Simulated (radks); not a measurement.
Problem. All-electron atom: Ca+ in [Ar] 4s1. All-electron calculation, scalar-relativistic Kohn-Sham, LDA (Slater exchange, VWN5 correlation), spin-polarised, spherical densities, finite nucleus; open shells are filled with parallel spins first; Fermi nuclear charge, rms radius 3.4776 fm. Program: a radial shooting solver on a logarithmic mesh with Libxc functionals. Some entries of the table are withheld. Estimate them.

| orbital | occ. | eigenvalue (eV) | <1/r> (bohr^-1) | r(max) (bohr) |
|---|---|---|---|---|
| 1s up | 1 | -3945.054 | 19.70 | 0.05040 |
| 1s down | 1 | -3945.016 | 19.70 | 0.05040 |
| 2s up | 1 | -420.1567 | 4.034 | 0.3007 |
| 2s down | 1 | -420.1188 | 4.034 | 0.3007 |
| 2p up | 3 | -341.6221 | 3.945 | 0.2465 |
| 2p down | 3 | -341.5864 | 3.945 | 0.2465 |
| 3s up | 1 | -53.8073 | 1.212 | 0.9926 |
| 3s down | 1 | -53.7101 | 1.213 | 0.9927 |
| 3p up | 3 | -34.9419 | 1.081 | (1) |
| 3p down | 3 | -34.8100 | 1.084 | (2) |
| 4s up | 1 | (3) | 0.3688 | 3.105 |
| 3d up | 0 | -8.7311 | 0.6888 | 1.257 |
| 4s down | 0 | (4) | 0.3648 | 3.101 |
| 3d down | 0 | -8.3160 | 0.7103 | 1.240 |
| 4p up | 0 | -6.3362 | 0.3035 | 3.750 |
| 4p down | 0 | -5.5699 | 0.2896 | 3.855 |

Solution. 
(1) 3p up r(max) (bohr): 1.046
(2) 3p down r(max) (bohr): 1.045
(3) 4s up eigenvalue (eV): -9.4991
(4) 4s down eigenvalue (eV): -8.6043
